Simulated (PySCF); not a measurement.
**Steps of a relaxation of [DyH3(NH3)]−**

[DyH3(NH3)]− (singlet in the valence; each metal's 4f electrons, 10 of them, lie in its core potential, out of spins and levels; a saddle point, relaxed within its symmetry). PySCF 2.14.0, RKS PBE0, Dy lcecp-0-SVP with ECP56, H def2-SVP, N def2-SVP; non-relativistic Hamiltonian with scalar-relativistic core potentials where named; density fitting; no spin-orbit coupling. Origin of the start: template. Columns: position (Å) and force (eV/Å). Energies are counted from the last step; some of the 12 steps are shown. Forces carry noise of the integration grid, about 0.01 to 0.03 eV/Å.

Run from Python with OMP_NUM_THREADS=2. Where DIIS fails, smearing, a level shift and second-order steps follow.
It took 25 s on 2 threads of Arm Neoverse V1, with other jobs on the host, from the converged density of the start.

```xyz
8
step 0  E = 0.290 eV
Dy    0.1389   -0.1389    0.1389     0.67   -0.67    0.67
H     1.4942    1.2164    1.4942    -0.20    0.13   -0.20
H    -1.2164   -1.4942    1.4942    -0.13    0.20   -0.20
H     1.4942   -1.4942   -1.2164    -0.20    0.20   -0.13
N    -1.4012    1.4012   -1.4012    -0.21    0.21   -0.21
H    -2.0144    2.0144   -0.8641     0.00    0.00    0.09
H    -0.8641    2.0144   -2.0144     0.09    0.00    0.00
H    -2.0144    0.8641   -2.0144     0.00   -0.09    0.00
```

```xyz
8
step 4  E = 0.014 eV
Dy    0.2929   -0.2929    0.2929    -0.06    0.06   -0.06
H     1.3400    1.5260    1.3400    -0.06   -0.06   -0.06
H    -1.5260   -1.3400    1.3400     0.06    0.06   -0.06
H     1.3400   -1.3400   -1.5260    -0.06    0.06    0.06
N    -1.2972    1.2972   -1.2972     0.07   -0.07    0.07
H    -1.8986    1.8986   -0.7358     0.01   -0.01    0.01
H    -0.7358    1.8986   -1.8986     0.01   -0.01    0.01
H    -1.8986    0.7358   -1.8986     0.01   -0.01    0.01
```

```xyz
8
step 7  E = 0.002 eV
Dy    0.2968   -0.2968    0.2968    -0.06    0.06   -0.06
H     1.2844    1.5465    1.2844     0.02    0.03    0.02
H    -1.5465   -1.2844    1.2844    -0.03   -0.02    0.02
H     1.2844   -1.2844   -1.5465     0.02   -0.02   -0.03
N    -1.2658    1.2658   -1.2658     0.01   -0.01    0.01
H    -1.8666    1.8666   -0.7033     0.01   -0.01    0.01
H    -0.7033    1.8666   -1.8666     0.01   -0.01    0.01
H    -1.8666    0.7033   -1.8666     0.01   -0.01    0.01
```

Problem. Where does the relaxation end?

Solution. It converges at step 11 in C3v:
```xyz
8
step 11  E = 0
Dy    0.2857   -0.2857    0.2857
H     1.2767    1.5663    1.2767
H    -1.5663   -1.2767    1.2767
H     1.2767   -1.2767   -1.5663
N    -1.2565    1.2565   -1.2565
H    -1.8550    1.8550   -0.6897
H    -0.6897    1.8550   -1.8550
H    -1.8550    0.6897   -1.8550
```

Problem. How did the contacts change?

Solution. 
```json
{"contact": "Dy1–H2 (H)", "start (Å)": "2.347", "end (Å)": "2.323"}
{"contact": "Dy1–H3 (H)", "start (Å)": "2.347", "end (Å)": "2.323"}
{"contact": "Dy1–H4 (H)", "start (Å)": "2.347", "end (Å)": "2.323"}
{"contact": "Dy1–N5 (NH3)", "start (Å)": "2.668", "end (Å)": "2.671"}
```


An lcecp potential fixes the number of 4f electrons, so in runs with it no electron can move into or out of that shell; real Dy(II) is rare or takes another configuration.
